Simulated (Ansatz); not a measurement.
Start from `C[O][Al]([SH])[SH]` and change one element to get `C[O][Ga]([SH])[SH]`.

Ansatz, PBE0-D4/def2-TZVP geometries, multiplicity 1. Each molecule was computed in one conformer, which needn't be the lowest.

Scalar relativity is left out up to krypton.

```
                                        property  `C[O][Al]([SH])[SH]`
               HOMO energy (PBE/def2-TZVPP) / eV                 -6.40
size of the dipole moment (B3LYP/def2-TZVPP) / D                  1.00
           LUMO energy (ωB97M-V/def2-TZVPP) / eV                  1.21
            HOMO–LUMO gap (PBE0/def2-TZVPP) / eV                  7.21
             HOMO energy (B3LYP/def2-TZVPP) / eV                 -7.34
         HOMO–LUMO gap (ωB97M-V/def2-TZVPP) / eV                 10.99
```

**Question.** What does the change do to each property? (An estimate is asked.)

**Answer.** Computed: 
```tsv
property	`C[O][Ga]([SH])[SH]`	shift
HOMO energy (PBE/def2-TZVPP) / eV	-6.37	0.03
size of the dipole moment (B3LYP/def2-TZVPP) / D	0.37	-0.63
LUMO energy (ωB97M-V/def2-TZVPP) / eV	1.08	-0.13
HOMO–LUMO gap (PBE0/def2-TZVPP) / eV	6.91	-0.30
HOMO energy (B3LYP/def2-TZVPP) / eV	-7.40	-0.06
HOMO–LUMO gap (ωB97M-V/def2-TZVPP) / eV	10.93	-0.06
```

With PBE0 the HOMO falls by 0.05 eV and the LUMO falls by 0.35 eV, so the gap narrows by about 0.30 eV. PBE moves the HOMO by 0.03 eV and ωB97M-V by -0.07 eV. Dipoles are sizes alone; their direction can turn.

B3LYP here is the variant with VWN-RPA as its local correlation; programs differ in this.
